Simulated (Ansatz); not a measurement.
Isomers of C2H8Ge, B3LYP-D3(BJ)/def2-TZVP minima from an xTB search, which can miss the lowest.
Isomer 1, SMILES [CH3][GeH2][CH3] (charge 0, multiplicity 1, Z-matrix in Å and degrees):
```
Ge
H 1 1.5449
H 1 1.5449 2 107.96
C 1 1.9673 2 109.63 3 119.39
H 4 1.0897 1 110.72 2 -59.53
H 4 1.0902 5 108.58 1 -121.06
H 4 1.0902 5 108.59 6 -117.88
C 1 1.9673 2 109.63 3 -119.39
H 8 1.0897 1 110.72 2 59.56
H 8 1.0902 9 108.58 1 121.06
H 8 1.0902 9 108.59 10 117.88
```
Isomer 2, SMILES C[CH2][GeH3] (charge 0, multiplicity 1, Z-matrix in Å and degrees):
```
C
H 1 1.0921
H 1 1.0921 2 106.70
C 1 1.5291 2 110.73 3 120.59
H 4 1.0921 1 111.45 2 60.92
H 4 1.0921 5 107.43 1 -122.36
H 4 1.0926 5 107.48 6 -115.39
Ge 1 1.9728 2 107.63 3 -115.29
H 8 1.5411 1 111.02 2 57.26
H 8 1.5421 9 108.74 1 -121.14
H 8 1.5421 9 108.74 10 -117.72
```

Cores are frozen in the correlated methods. Filled d and f shells under p-block atoms count as core. MP2 and its Hartree–Fock in cc-pVQZ are density fitted.

Run with Ansatz (a quantum-chemistry and plane-wave program). Values without a source in brackets are computed.

The energy of isomer 2 above isomer 1 is E(isomer 2) − E(isomer 1). Total energies (hartree):

| level | isomer 2 | isomer 1 |
|---|---|---|
| HF/cc-pVTZ | -2155.8189881 | -2155.8330868 |
| MP2/cc-pVTZ | -2156.3071998 | -2156.3231429 |
| HF/cc-pVQZ | -2155.8279111 | -2155.8419947 |
| MP2/cc-pVQZ | -2156.3462803 | -2156.3624644 |
| CCSD(T)/cc-pVTZ | -2156.3740299 | -2156.3890628 |

Q: Work out the energy of isomer 2 above isomer 1 at the basis-set limit: extrapolate the MP2 correlation part as X⁻³, take Hartree–Fock from the larger set, and add the CCSD(T) − MP2 difference of cc-pVTZ.

A: 
1. Differences (1 hartree = 627.509 kcal/mol): HF/cc-pVTZ 8.847; MP2/cc-pVTZ 10.004; HF/cc-pVQZ 8.838; MP2/cc-pVQZ 10.156; CCSD(T)/cc-pVTZ 9.433.
2. Correlation parts, MP2 less HF: 1.157 in cc-pVTZ (X = 3), 1.318 in cc-pVQZ (X = 4).
3. Limit (4³·(1.318) − 3³·(1.157))/(4³ − 3³) = 1.435; with HF/cc-pVQZ it gives 10.273.
4. CCSD(T) less MP2 in cc-pVTZ: -0.571.
Result: 9.70 kcal/mol, against 10.00 at MP2/cc-pVTZ. It is an estimate of this method's limit, not of the exact value.
